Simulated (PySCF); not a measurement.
A calculated (wB97M-V, PySCF 2.14, aug-cc-pwCVTZ-DK3 with one added diffuse shell each of s, p, d, f type, the spin-free X2C one-electron Hamiltonian (Gaussian nucleus)) atom or ion has these occupied shells.

```tsv
shell	electrons	orbital energy (eV)	rms radius, mean of both spins (bohr)
1s α	1	-31669.7	0.0320
1s β	1	-31669.7	0.0320
2s α	1	-4887.5	0.130
2s β	1	-4887.5	0.130
2p α	3	-4386.2	0.116
2p β	3	-4386.2	0.116
3s α	1	-986.06	0.343
3s β	1	-986.00	0.343
3p α	3	-821.63	0.344
3p β	3	-821.55	0.344
3d α	5	-572.98	0.323
3d β	5	-572.92	0.323
4s α	1	-174.32	0.813
4s β	1	-174.19	0.813
4p α	3	-122.92	0.877
4p β	3	-122.77	0.877
4d α	5	-47.367	1.05
4d β	5	-47.155	1.05
5s α	1	-20.242	2.26
5s β	1	-17.971	2.26
5p α	3	-9.653	2.86
5p β	1	-8.370	2.86
```

Question: Name the element and its charge.

Answer: Te (tellurium, neutral), in [Kr] 4d10 5s2 5p4, high-spin 3P determinant.
